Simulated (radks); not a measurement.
The iridium ion Ir+ inside a hard spherical wall (all orbitals vanish at R), configuration held at [Xe] 4f14 5d7 6s1 and not refilled when levels cross. Method: scalar-relativistic Kohn-Sham, PBE, spin-polarised, spherical densities, finite nucleus; open shells are filled with parallel spins first (spin-orbit coupling, left out, can overturn this in heavy ions); Fermi nuclear charge, rms radius 5.4032 fm; computed with a radial shooting solver on a logarithmic mesh with Libxc functionals. Eigenvalues in eV for spin up, with the zero of energy where the potential of the charges vanishes at infinity; a dash marks a level that is unbound or too diffuse for the functional's potential to be trusted. A positive occupied level is held by the wall or, in an anion where self-interaction has pushed it up, behind a barrier. The pressure on the wall is -dE/dV.

| R (bohr) | E (hartree) | kinetic (hartree) | e(4f) | e(5p) | e(5d) | e(6s) | e(6p, empty) | e(7s, empty) | pressure (GPa) |
|---|---|---|---|---|---|---|---|---|---|
| free | -17823.8214 | 19806.996 | -70.466 | -63.737 | -16.239 | -14.318 | -7.696 | - | 0 |
| 20 | -17823.8214 | 19806.996 | -70.466 | -63.737 | -16.239 | -14.318 | -7.696 | - | < 0.0001 |
| 15 | -17823.8214 | 19806.996 | -70.466 | -63.737 | -16.239 | -14.318 | -7.696 | - | < 0.0001 |
| 12 | -17823.8214 | 19806.996 | -70.466 | -63.737 | -16.239 | -14.318 | -7.696 | -3.462 | < 0.0001 |
| 8 | -17823.8212 | 19806.999 | -70.452 | -63.723 | -16.227 | -14.304 | -7.599 | -1.735 | 0.0153 |
| 7 | -17823.8200 | 19807.012 | -70.401 | -63.674 | -16.183 | -14.253 | -7.389 | 0.115 | 0.114 |
| 6 | -17823.8137 | 19807.069 | -70.196 | -63.479 | -16.009 | -14.032 | -6.764 | 3.996 | 0.845 |
| 5 | -17823.7800 | 19807.312 | -69.433 | -62.771 | -15.373 | -13.141 | -4.893 | 12.609 | 6.51 |
| 3.5 | -17823.2755 | 19809.924 | -63.488 | -57.612 | -10.308 | -4.531 | 8.711 | 56.256 | 187 |
| 1.5 | -17775.5893 | 19984.530 | 50.251 | 59.279 | 138.16 | 331.76 | 396.68 | 833.99 | 154000 |
